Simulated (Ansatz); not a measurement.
Start from `C[O][GeH]([SH])[O]C` and change one atom or group to get `C[O][GeH2][SH]`.

Ansatz, PBE0-D4/def2-TZVP geometries, multiplicity 1. Each molecule was computed in one conformer, which needn't be the lowest.

Scalar relativity is left out up to krypton.

```tsv
property	`C[O][GeH]([SH])[O]C`
size of the dipole moment (ωB97M-V/def2-TZVPP) / D	1.28
HOMO–LUMO gap (PBE0/def2-TZVPP) / eV	7.82
HOMO energy (PBE0/def2-TZVPP) / eV	-7.65
LUMO energy (ωB97M-V/def2-TZVPP) / eV	2.14
HOMO energy (PBE/def2-TZVPP) / eV	-6.34
HOMO–LUMO gap (B3LYP/def2-TZVPP) / eV	7.25
```

Q: What does the change do to each property? (Best estimate.)

A: Computed: 
```csv
property,`C[O][GeH2][SH]`,shift
size of the dipole moment (ωB97M-V/def2-TZVPP) / D,0.32,-0.96
HOMO–LUMO gap (PBE0/def2-TZVPP) / eV,7.79,-0.03
HOMO energy (PBE0/def2-TZVPP) / eV,-7.59,0.06
LUMO energy (ωB97M-V/def2-TZVPP) / eV,2.07,-0.07
HOMO energy (PBE/def2-TZVPP) / eV,-6.31,0.03
HOMO–LUMO gap (B3LYP/def2-TZVPP) / eV,7.21,-0.04
```

Dipoles are sizes alone; their direction can turn.

B3LYP here is the variant with VWN-RPA as its local correlation; programs differ in this.
